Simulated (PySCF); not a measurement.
**Cost of excited-state runs on `[SiH3]O/C=C\C=C/C=C`, C6H10OSi**

Geometry:
```csv
atom,x (Å),y (Å),z (Å)
C1,3.999,-0.941,-0.344
C2,2.784,-0.487,-0.042
C3,1.606,-0.834,-0.792
C4,0.349,-0.416,-0.549
C5,-0.074,0.459,0.507
C6,-1.349,0.832,0.687
O7,-2.347,0.416,-0.110
Si8,-3.948,0.703,-0.122
H9,4.869,-0.671,0.230
H10,4.163,-1.603,-1.179
H11,2.660,0.174,0.805
H12,1.773,-1.498,-1.631
H13,-0.447,-0.758,-1.199
H14,0.660,0.844,1.197
H15,-1.628,1.495,1.497
H16,-4.207,2.136,-0.281
H17,-4.555,0.251,1.132
H18,-4.317,-0.096,-1.278
```

PySCF with density fitting, on 1 thread of an Arm Neoverse V1, shared host. Command: `OMP_NUM_THREADS=1 python excited_run.py task.json out`

How long does each of these runs take, and how much memory?
- magnetisability and related constants, B3LYP/pcSseg-1; isotopologues; writes grids
- magnetisability and related constants, KT2/cc-pVDZ; IEF-PCM chloroform


```csv
run,level,basis functions,wall time,peak memory (GiB)
magnetisability and related constants,B3LYP/pcSseg-1,193,56 s,0.84
magnetisability and related constants,KT2/cc-pVDZ,166,14 s,0.68
```
Times from a shared host are rough.
